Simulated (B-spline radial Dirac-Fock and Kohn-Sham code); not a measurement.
**What relativity does to the binding energies of Cs³⁺**

System: Cs³⁺ in the configuration 1s2 2s2 2p6 3s2 3p6 3d10 4s2 4p6 4d10 5s2 5p4.

Both columns are ΔSCF binding energies of the configuration average from a radial finite-basis atomic code: non-relativistic Hartree-Fock with a point nucleus, and Dirac-Fock with a finite nucleus and the Coulomb interaction alone, averaged over the two j levels with weights 2j+1.

| shell | Hartree-Fock (eV) | Dirac-Fock (eV) | shift (eV) | shift (%) |
| --- | --- | --- | --- | --- |
| 1s | 34600.6 | 36152.3 | +1551.64 | +4.48 |
| 2s | 5387.8 | 5773.7 | +385.85 | +7.16 |
| 2p | 5062.7 | 5177.8 | +115.14 | +2.27 |
| 3s | 1177.0 | 1260.8 | +83.81 | +7.12 |
| 3p | 1037.8 | 1064.0 | +26.24 | +2.53 |
| 3d | 781.2 | 770.0 | -11.19 | -1.43 |
| 4s | 261.2 | 278.6 | +17.42 | +6.67 |
| 4d | 117.1 | 114.0 | -3.10 | -2.65 |
| 5s | 57.92 | 60.59 | +2.66 | +4.60 |
| 5p | 43.91 | 44.25 | +0.34 | +0.77 |

Relativity binds 1s, 2s, 2p, 3s, 3p, 4s, 5s, 5p more strongly, among those listed most of all 2s in relative terms, and 3d, 4d more weakly, because the contracted s and p shells screen the nucleus better.

Values without a named source are computed, but for edge energies of neutral atoms, which are taken from tables.
